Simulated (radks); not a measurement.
Results of a calculation; reference values are marked as such.
Q: Ionisation of Ni, [Ar] 3d8 4s2, to Ni+, [Ar] 3d9, under several functionals. Scalar-relativistic Kohn-Sham, spin-unpolarised, spherical densities, finite nucleus; a radial shooting solver on a logarithmic mesh with Libxc functionals. Known Delta-SCF values: exchange-only B88 6.024 eV; exchange-only PBE 6.125 eV; BP86 6.505 eV. What does PBEsol give, and what is its highest occupied eigenvalue?

A: 6.265 eV by Delta-SCF; the 4s eigenvalue is -5.663 eV. NIST: 7.640 eV (measured).

Beside tabulated values, note that spin-unpolarised runs miss the spin-polarisation part of the exchange energy of open shells.
